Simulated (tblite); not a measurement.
Run record: tight-binding relaxation, `C[C@@H]1N[SiH2]N[C@@H]1C(F)(F)F`.

Computed with GFN2-xTB geometry optimisation, gas phase (tblite 0.8.0). Start geometry: from a force field or distance geometry. A driver script takes a list of jobs; this job's settings line and coordinates (Å) are shown.

Command:
```bash
OMP_NUM_THREADS=1 python probes_run.py task.json out
```

Input:
```
{"job": {"kind": "relax", "xc": "GFN2-xTB", "basis": "xTB"}, "charge": 0, "multiplicity": 1}
C      1.585300    -1.295500     0.342200
C      0.828600    -0.125100    -0.223700
N      0.967100     1.069100     0.580800
Si    -0.216700     2.138600    -0.271600
N     -1.164000     0.839100    -1.093600
C     -0.616300    -0.365400    -0.513700
C     -1.453500    -0.865600     0.597200
F     -2.742500    -1.006800     0.101300
F     -1.085800    -2.158100     0.996100
F     -1.559400    -0.082800     1.711500
H      1.791700    -1.174200     1.419000
H      2.577800    -1.328600    -0.159400
H      1.065000    -2.252900     0.183000
H      1.303600     0.110400    -1.197200
H      0.713500     0.943300     1.581800
H      0.519600     2.909400    -1.246100
H     -1.034900     2.935700     0.645200
H     -0.856500     0.835200    -2.116900
H     -0.632400    -1.116700    -1.343500
```

Output:
```
step      E/eV     max force
  0    -951.21876    2.460
  1    -951.58686    1.117
  2    -951.69811    0.822
  3    -951.75692    0.540
  4    -951.79830    0.509
  5    -951.82180    0.452
  6    -951.84909    0.367
  7    -951.86974    0.370
  8    -951.88593    0.275
  9    -951.89994    0.313
... (127 lines left out)
137    -952.32115    0.029
138    -952.32124    0.026
139    -952.32133    0.022
140    -952.32139    0.021
141    -952.32144    0.018
142    -952.32147    0.016
143    -952.32150    0.013
144    -952.32154    0.017
145    -952.32157    0.013
146    -952.32159    0.009
```

«max force» is the largest atomic force in eV/Å.

Task: From which step on does the largest force stay under 0.1 eV/Å, and how much energy is left to gain from there?

Result: From step 122 (0.094 eV/Å), 5.0 meV above the end.

Summary of the converged run: energy lowered by 25.4 kcal/mol over 146 steps; largest atomic force 0.009 eV/Å at the end.

Task: Where do the atoms end?

Result: 0.605 Å rms from the input after alignment:
```
atom  x, y, z in Å
C1     1.4682   -1.3097    0.6520
C2     0.9499   -0.2171   -0.2767
N3     0.9882    1.0810    0.3594
Si4   -0.2156    2.1580   -0.2209
N5    -0.9452    0.9013   -1.1628
C6    -0.5110   -0.3945   -0.7318
C7    -1.4361   -0.9288    0.3693
F8    -2.7255   -0.8113   -0.0097
F9    -1.2550   -2.2360    0.6247
F10   -1.3359   -0.2891    1.5374
H11    0.9609   -1.2722    1.6120
H12    2.5318   -1.1610    0.8244
H13    1.3233   -2.2915    0.2085
H14    1.5585   -0.2213   -1.1967
H15    1.8978    1.3484    0.6916
H16    0.1751    3.1792   -1.1922
H17   -0.9594    2.6719    0.9263
H18   -1.9017    0.9307   -1.4748
H19   -0.5783   -1.1287   -1.5474
```

Hardware: an Intel Xeon at 2.60 GHz with one thread, on a shared host. Cost: 1.5 s.
Labels such as C1 count atoms from 1, the log's own numbers from 0.
